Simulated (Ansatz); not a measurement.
Coupled-cluster run, H6InNSi (`N[SiH2][InH2]`).

```yaml
crystal:
  periodic: [false, false, false]
  atoms:
    - {symbol: N, position_ang: [-0.891480, 0.591417, -1.336409]}
    - {symbol: Si, position_ang: [0.373812, 0.743957, -0.168727]}
    - {symbol: In, position_ang: [0.267241, -1.255400, 1.446121]}
    - {symbol: H, position_ang: [-1.095584, -0.314152, -1.726571]}
    - {symbol: H, position_ang: [-1.035728, 1.316033, -2.022472]}
    - {symbol: H, position_ang: [0.170042, 2.036509, 0.545229]}
    - {symbol: H, position_ang: [1.758854, 0.832119, -0.740674]}
    - {symbol: H, position_ang: [-0.551224, -2.716768, 0.991920]}
    - {symbol: H, position_ang: [1.004058, -1.233704, 3.011582]}
basis:
  gaussian: {orbitals: def2-TZVPP}
correlation: {method: ccsd_t}
output: {orbitals: {seedname: orbitals}}
```

```sh
$ ansatz run in.yaml --threads 4 --pin off --events-out ev --progress --plain
```

The program prints (abridged):

```
Functional definition: HF
1372 factors; integrals over basis functions are off by at most 9.5e-4 eV
mean field evaluation 1: about -14585.5725 eV, gradient 3.5e1 eV
mean field evaluation 2: about -14585.6682 eV, gradient 3.5e1 eV
mean field evaluation 4: about -14588.5370 eV, gradient 3.0e0 eV
mean field evaluation 8: about -14588.5821 eV, gradient 1.5e-1 eV
mean field -14588.58223410 eV, -536.1205086068 hartree, gradient 2.1e-6 eV, S^2 0.000000; 0 other end points of the search recorded, 0 dependent functions left out
10 core orbitals not correlated: weight in the atoms' cores, before any rotation towards them, 1.000 or more for the frozen orbitals, at most 0.000 for the correlated occupied ones
reference -14588.58223410 eV, -536.1205086068 hartree; 14, 14 occupied and 183, 183 virtual orbitals, 1372 factors
second order -17.35532286 eV of doubles, -0.00000000 eV of singles
cycle   1  -17.68871386 eV  change   -3.3e-1 eV  update   9.8e-2
cycle   2  -18.18440709 eV  change   -5.0e-1 eV  update   2.9e-2
cycle   3  -18.25113809 eV  change   -6.7e-2 eV  update   1.3e-2
cycle   4  -18.24300683 eV  change    8.1e-3 eV  update   3.3e-3
cycle   5  -18.24233198 eV  change    6.7e-4 eV  update   1.3e-3
cycle   6  -18.24235580 eV  change   -2.4e-5 eV  update   3.6e-4
cycle   7  -18.24220702 eV  change    1.5e-4 eV  update   1.4e-4
cycle   8  -18.24220111 eV  change    5.9e-6 eV  update   5.1e-5
cycle   9  -18.24222182 eV  change   -2.1e-5 eV  update   2.1e-5
perturbative correction -0.58218890 eV, -0.0213950476 hartree
Total energy: -14607.40664482 eV, -536.8122929414 hartree
```

Hardware: 4 threads of a server CPU on a shared host. Wall time 59 s, peak host memory 2.9 GiB.

Correlation energy per correlated electron: -0.672 eV. T1 diagnostic: 0.0129.
